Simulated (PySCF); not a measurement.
## Ta⁺: ionisation energy

Ta⁺ [Xe] 4f14 5d3 6s1 (5F) → Ta²⁺ [Xe] 4f14 5d3 (4F), as a difference of total energies. All numbers are calculated (PySCF 2.14, scalar relativity through the core potential, in cc-pVDZ-PP with ECP60MDF). Correlated levels: valence: 5s2 5p6 frozen. The calculations carry no spin-orbit coupling.

| method | ionisation energy (eV) |
| --- | --- |
| UHF | 14.164 |
| TPSS | 15.164 |
| PBE | 15.420 |
| MP2 (valence) | 14.462 |
| SCS-MP2 (valence) | 14.263 |

**Question.** How much does correlation contribute at MP2 (valence)?

**Answer.** 14.462 − (14.164) = 0.298 eV, measured against UHF.

The reference lies between the lowest fine-structure levels, while these numbers refer to the centres of the terms.

Errors of the correlated levels include the incompleteness of this basis and the frozen core.

For comparison: 16.2 ± 0.5 eV (semi-empirical (NIST evaluation); NIST Atomic Spectra Database, ionization energies).
